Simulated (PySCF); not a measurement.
SMILES F[Si](CCC(F)(F)F)(F)F (GFN2-xTB optimised geometry):

```
14

F      1.892     0.255     0.000
C      0.552     0.255     0.000
F      0.168    -0.256    -1.179
F      0.168     1.540     0.000
C     -0.017    -0.518     1.176
C     -1.549    -0.486     1.150
Si    -2.321    -1.422     2.585
F     -1.970    -2.967     2.586
F     -1.830    -0.904     3.999
F     -3.901    -1.345     2.627
H      0.373    -0.060     2.086
H      0.359    -1.540     1.107
H     -1.892    -0.904     0.201
H     -1.878     0.556     1.163
```

Computed with PBE0/def2-TZVP run with PySCF.

What are the frontier orbital energies and the dipole moment?

HOMO-2 -11.71 eV, HOMO-1 -11.25 eV, HOMO -10.26 eV, LUMO 0.56 eV, LUMO+1 1.08 eV; dipole moment 0.42 D.

Meta-Löwdin charges at PBE0/def2-TZVP: F1 -0.27, C2 0.79, F3 -0.28, F4 -0.28, C5 -0.24, C6 -0.50, Si7 1.66, F8 -0.49, F9 -0.49, F10 -0.49, H11 0.14, H12 0.14, H13 0.15, H14 0.15.
